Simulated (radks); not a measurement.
Problem. Species: neutral promethium. Configuration: [Xe] 4f5 6s2. Method: Dirac Kohn-Sham, PBE, spin-unpolarised, spherical densities, point nucleus; open shells fill j = l - 1/2 first; computed with a radial shooting solver on a logarithmic mesh with Libxc functionals. Some entries of the table are withheld. Estimate them.

| orbital | occ. | eigenvalue (eV) | <r> (bohr) | <r^2> (bohr^2) |
|---|---|---|---|---|
| 1s1/2 | 2 | -44980.83 | 0.02318 | 0.0007316 |
| 2s1/2 | 2 | -7309.515 | 0.09845 | 0.01150 |
| 2p1/2 | 2 | -6921.433 | 0.08245 | 0.008390 |
| 2p3/2 | 4 | -6361.180 | 0.08897 | 0.009637 |
| 3s1/2 | 2 | -1593.617 | 0.2601 | 0.07745 |
| 3p1/2 | 2 | (1) | 0.2498 | 0.07255 |
| 3p3/2 | 4 | (2) | 0.2624 | 0.07983 |
| 3d3/2 | 4 | -1025.982 | 0.2339 | 0.06448 |
| 3d5/2 | 6 | -1001.570 | 0.2378 | 0.06653 |
| 4s1/2 | 2 | -316.6658 | 0.5929 | 0.3969 |
| 4p1/2 | 2 | (3) | 0.6082 | 0.4210 |
| 4p3/2 | 4 | (4) | 0.6368 | 0.4613 |
| 4d3/2 | 4 | -124.9323 | 0.6827 | 0.5412 |
| 4d5/2 | 6 | -120.5668 | 0.6929 | 0.5574 |
| 5s1/2 | 2 | -41.7356 | 1.442 | 2.341 |
| 5p1/2 | 2 | -24.8958 | 1.631 | 3.025 |
| 5p3/2 | 4 | -21.6365 | 1.726 | 3.391 |
| 6s1/2 | 2 | -3.5372 | 4.382 | 21.81 |
| 4f5/2 | 5 | -2.2428 | 1.064 | 1.614 |
| 5d3/2 | 0 | -1.8940 | 3.270 | 13.41 |
| 4f7/2 | 0 | -1.7771 | 1.089 | 1.717 |
| 5d5/2 | 0 | -1.7224 | 3.392 | 14.46 |
| 6p1/2 | 0 | (5) | 5.875 | (6) |
| 6p3/2 | 0 | (7) | 6.209 | (8) |

Solution. 
(1) 3p1/2 eigenvalue (eV): -1427.355
(2) 3p3/2 eigenvalue (eV): -1314.698
(3) 4p1/2 eigenvalue (eV): -253.4322
(4) 4p3/2 eigenvalue (eV): -228.8598
(5) 6p1/2 eigenvalue (eV): -1.3438
(6) 6p1/2 <r^2> (bohr^2): 39.71
(7) 6p3/2 eigenvalue (eV): -1.1679
(8) 6p3/2 <r^2> (bohr^2): 44.34
